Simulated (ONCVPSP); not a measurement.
## Ranking ONCV potentials for nitrogen (N)

All share these settings but for the change named:

* Element: nitrogen (N)
* Generator: ONCVPSP 4.0.1
* Type: optimised norm-conserving Vanderbilt (ONCV)
* Functional: PBEsol
* Relativity: scalar-relativistic
* Frozen core: [He]
* Valence charge: 5
* Reference configuration: 2s2 2p1 (charge +2)
* Partial waves: 2s: rc 0.80 bohr, ncon 4, nbas 9, qcut 6.7 1/bohr, 1 projector; 2p: rc 1.85 bohr, ncon 5, nbas 9, qcut 6.4 1/bohr, 2 projectors, debl 2.8 Ha; d scattering state at 0.27 Ha: rc 1.40 bohr, ncon 4, nbas 8, qcut 7.4 1/bohr, 2 projectors, debl 1.7 Ha
* Local potential: polynomial inside 0.65 bohr (lpopt 5, dvloc0 2 Ha)
* Core correction: Teter function, fcfact 5.25, rcfact 1.7

Cutoff: the first of the cutoffs (Ha) at which the residual kinetic energy of the hardest occupied pseudo-wave falls to 1 and 0.1 mHa per electron; the density cutoff is not measured.

The base gives 57 Ha.

Of 8 variants that were run, those that failed, showed a ghost or another fault, or gave nearly equal values are left out.

A variant can come out equal or close to the base.

Question: Rank these variants from softest to hardest (loose cutoff).
A. p: rc 1.26
B. s: qcut 6.2; p: qcut 6; d: qcut 6.9
C. d: rc 1.8

Answer: C (57 Ha), B (104 Ha), A (133 Ha).
